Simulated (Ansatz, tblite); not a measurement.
Removing and adding an electron: GaH2(SiH3) (GaSiH5). Charge 0, multiplicity 1. Geometry: B3LYP-D4/def2-TZVP. Ansatz, gas phase; energy differences of separate SCF runs; the oxidised species was run as a doublet alone; the reduced species was run as a doublet alone.

```csv
atom,x (Å),y (Å),z (Å)
Ga1,-0.0401,-1.3801,0.0689
H2,-0.9414,-2.1121,1.1333
H3,0.7952,-2.2716,-0.9253
Si4,0.0443,1.0405,-0.0421
H5,1.3487,1.5291,-0.5561
H6,-0.1917,1.6633,1.2850
H7,-1.0150,1.5309,-0.9638
```

The xTB rows come from tblite. Correlated methods freeze 14 core orbitals; core or outer-core shells of Ga are correlated, in sets that lack core-valence functions.

(1) Estimate orbital energies and vertical ionisation energies and electron affinities at: GFN1-xTB; GFN2-xTB; HF/def2-TZVPD; HF/def2-TZVPP; PBE-D4/def2-TZVP; PBE-D4/def2-TZVPD; r2SCAN-D4/def2-TZVP; r2SCAN-D4/def2-TZVPD; PBE0-D4/def2-TZVP; PBE0-D4/def2-TZVPD; MP2/def2-TZVPD; MP2/def2-TZVPP; CCSD/def2-TZVPD; CCSD/def2-TZVPP; CCSD(T)/def2-TZVPD; CCSD(T)/def2-TZVPP.

Results:

(1) 
```tsv
level	−HOMO (eV)	vertical IE (eV)	−LUMO (eV)	vertical EA (eV)	HOMO–LUMO gap (eV)	remarks
GFN1-xTB	11.06	13.50	7.25	–	3.80	–
GFN2-xTB	10.16	12.88	6.25	–	3.91	–
HF/def2-TZVPD	–	–	–	-0.16	–	–
HF/def2-TZVPP	–	9.06	–	–	–	–
PBE-D4/def2-TZVP	6.57	9.58	2.94	–	3.63	–
PBE-D4/def2-TZVPD	6.57	–	2.95	0.59	3.62	HOMO above zero (-1 doublet)
r2SCAN-D4/def2-TZVP	6.82	9.66	2.71	–	4.12	–
r2SCAN-D4/def2-TZVPD	6.81	–	2.70	0.66	4.12	HOMO above zero (-1 doublet)
PBE0-D4/def2-TZVP	7.63	9.72	2.14	–	5.49	–
PBE0-D4/def2-TZVPD	7.62	–	2.14	0.55	5.48	HOMO above zero (-1 doublet)
MP2/def2-TZVPD	–	–	–	0.37	–	–
MP2/def2-TZVPP	–	9.86	–	–	–	–
CCSD/def2-TZVPD	–	–	–	0.38	–	–
CCSD/def2-TZVPP	–	9.82	–	–	–	–
CCSD(T)/def2-TZVPD	–	–	–	0.43	–	–
CCSD(T)/def2-TZVPP	–	9.85	–	–	–	–
```

   A HOMO above zero means that the electron is unbound at that level or that self-interaction error raises the level; the energy of removing that electron tells which. Raw xTB energy differences between charge states are shifted by several eV; the methods need an empirical correction for them. A negative affinity means that the extra electron isn't bound; its size then hangs on the basis.
